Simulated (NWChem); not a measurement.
System: CH₂FNO₂Si; SMILES N#CO[Si@@H](O)F

```xyz
8

N     -0.1259     2.9414    -0.0659
C      0.2354     1.8439     0.0848
O      0.6807     0.6425     0.2737
Si    -0.0352    -0.7658    -0.3521
O      0.8901    -2.0051     0.1483
F     -1.5147    -0.7991     0.2478
H     -0.0630    -0.7305    -1.8141
H      1.0902    -2.1089     1.0896
```
Atoms are numbered in this order, from 1.

Program: NWChem. Pople sets run with spherical d functions. All runs use the structure optimised with B3LYP/6-31G* (spherical d). Total energies compare along this basis series because the functional is fixed.

```
level            basis functions  energy (Ha)  highest occupied level (eV)  orbital gap (eV)  dipole (D)
---------------  ---------------  -----------  ---------------------------  ----------------  ----------
TPSS/STO-3G                   36    -625.8540                        -3.92              7.63        4.51
TPSS/3-21G                    62    -630.5598                        -7.23              7.11        4.05
TPSS/6-31G*                   92    -633.9798                        -7.29              7.05        4.32
TPSS/6-31+G*                 116    -634.0009                        -7.65              6.42        4.35
TPSS/6-311G**                128    -634.1163                        -7.52              6.92        4.33
TPSS/6-311++G**              154    -634.1272                        -7.71              6.39        4.33
```
